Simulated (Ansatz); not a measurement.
Calculated with Ansatz (gas phase, PBE0-D4/def2-TZVP geometries, no zero-point term in ΔE). CBS: MP2 limit from def2 TZ/QZ plus the TZ coupled-cluster correction, frozen cores. This one scheme is used for every species. Functionals use def2-TZVPP. HSE06 is defined as in plane-wave codes. For Ga outer-core shells are correlated without core-valence functions, which leaves a few kJ/mol of doubt a bond. Scalar relativity is left out up to krypton. Each species was taken in one conformer, which may not be the lowest.

`C=[CH][Ga]([CH3])[Cl]` + H–F → `C=[CH][Ga]([CH3])[F]` + HCl  (ligand exchange at a Ga–Cl bond)

CCSD(T)/CBS gives +8.6 kcal/mol.

Another level gave +6.6 kcal/mol. Which?
A. PBE0/def2-TZVPP
B. CAM-B3LYP/def2-TZVPP
C. HSE06-D4/def2-TZVPP
D. r2SCAN/def2-TZVPP

D. r2SCAN 6.6, CAM-B3LYP 4.8, PBE0 7.9, HSE06-D4 8.9 kcal/mol.

Largest T1 diagnostic among the species: 0.013.

Leaving LDA and LC-ωPBE aside and taking each functional with its dispersion term where it has one, the values, not all of them listed here, spread over 3.2 kcal/mol, from BLYP-D4 to HSE06-D4. LDA lies +0.9 kcal/mol from PBE without D4. From BLYP to BHLYP (50 % exact exchange), in def2-TZVPP and without D4, ΔE moves by +2.6 kcal/mol. The D4 term adds +1.6 kcal/mol with B3LYP and +0.9 kcal/mol with PBE0; it sums over pairs of atoms, weighted by their polarisabilities, and B3LYP, whose exchange is more repulsive, gets the larger term.

CCSD(T)/CBS has its own doubt, a few kJ/mol and more with outer-core shells, so smaller differences from it don't rank the levels.

B3LYP here is the variant with VWN-RPA as its local correlation; programs differ in this.
